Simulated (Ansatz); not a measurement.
Reaction (isomerisation): `[BH3-][P+](CC)(CC)CC` → `C[B-](C)(C)[P+](C)(C)C`

Calculated with Ansatz (gas phase, PBE0-D4/def2-TZVP geometries, no zero-point term in ΔE). CCSD(T)/CBS is the MP2 limit (def2-TZVPP, def2-QZVPP) plus CCSD(T) − MP2 in def2-TZVPP, frozen cores. Each species was taken in one conformer, which may not be the lowest.

```tsv
level	ΔE (kJ/mol)
MP2/def2-TZVPP	-81.3
CCSD/CBS(def2)	-74.8
```

Q: What does CCSD(T)/CBS give? (An estimate is asked.)

A: Computed: -76.4 kJ/mol. The listed levels differ from it by -4.9, 1.6 kJ/mol.

Largest T1 diagnostic among the species: 0.010.

The D4 term adds −3.5 kJ/mol with B3LYP and −2.0 kJ/mol with PBE0; it sums over pairs of atoms, weighted by their polarisabilities, and B3LYP, whose exchange is more repulsive, gets the larger term. Leaving LDA and LC-ωPBE aside and taking each functional with its dispersion term where it has one, the values, not all of them listed here, spread over 8.5 kJ/mol, from r2SCAN-D4 to ωB97X-V. LDA lies +6.8 kJ/mol from PBE without D4. At CCSD(T), def2-SVP lies +7.8 kJ/mol from the extrapolated value and def2-TZVPP +1.1 kJ/mol.

CCSD(T)/CBS has its own doubt, a few kJ/mol and more with outer-core shells, so smaller differences from it don't rank the levels.

B3LYP here is the variant with VWN-RPA as its local correlation; programs differ in this.
